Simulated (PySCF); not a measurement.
Predicted microwave data (PBE0-D3(BJ)/def2-SVP geometry optimisation, gas phase (PySCF)) for one isomer of C5H9ClO:

- Rotational constants: A = 8079, B = 763.9, C = 710.1 MHz
- Dipole components: |μa| = 1.63 D, |μb| = 1.93 D, |μc| = 0.00 D
- Inertial defect: -12.49 u·Å²
- κ: -0.99

Problem. Which structure is it? (One computed conformer of each.)
A. pivaloyl chloride, `CC(C)(C)C(=O)Cl`
B. `[CH3:1][CH2:2][C:3](=[O:4])[CH2:5][CH2:6][Cl:7]` with C1–C2–C3–O4 0°, C2–C3–C5–C6 180°, C3–C5–C6–Cl7 180°
C. `[Cl:1][CH:2]1[CH2:3][CH2:4][O:5][CH2:6][CH2:7]1` with Cl1–C2–C3–C4 72°, C2–C3–C4–O5 55°, C3–C4–O5–C6 -61°, C4–O5–C6–C7 61°
D. `[Cl:1][CH2:2][CH2:3][O:4][CH:5]1[CH2:6][CH2:7]1` with Cl1–C2–C3–O4 177°, C2–C3–O4–C5 77°, C3–O4–C5–C6 -166°

Solution. B. It is CCC(=O)CCCl, a near-prolate asymmetric top, point group Cs. The candidates at the same level (rigid rotor, commonest isotopes):

```json
{"SMILES": "CCC(=O)CCCl", "A (MHz)": "8079", "B (MHz)": "763.9", "C (MHz)": "710.1", "μa (D)": "1.63", "μb (D)": "1.93", "μc (D)": "0.00", "Δ (u·Å²)": "-12.49", "point group": "Cs", "rotor": "near-prolate asymmetric top"}
{"SMILES": "ClCCOC1CC1", "A (MHz)": "6742", "B (MHz)": "872.6", "C (MHz)": "810.4", "μa (D)": "1.46", "μb (D)": "0.71", "μc (D)": "0.42", "Δ (u·Å²)": "-30.50", "point group": "C1", "rotor": "near-prolate asymmetric top"}
{"SMILES": "ClC1CCOCC1", "A (MHz)": "3475", "B (MHz)": "1778", "C (MHz)": "1545", "μa (D)": "0.09", "μb (D)": "0.00", "μc (D)": "1.42", "Δ (u·Å²)": "-102.52", "point group": "Cs", "rotor": "asymmetric top"}
{"SMILES": "CC(C)(C)C(=O)Cl", "A (MHz)": "2987", "B (MHz)": "1723", "C (MHz)": "1439", "μa (D)": "2.21", "μb (D)": "1.69", "μc (D)": "0.01", "Δ (u·Å²)": "-111.23", "point group": "near Cs", "rotor": "asymmetric top"}
```

`CC(C)(C)C(=O)Cl` has B 126 % too high; `ClC1CCOCC1` has B 133 % too high; `ClCCOC1CC1` has A 17 % too low. In the right answer the mirror of this Cs structure is the ab plane, so μc vanishes by symmetry. No structure here is proved a minimum.
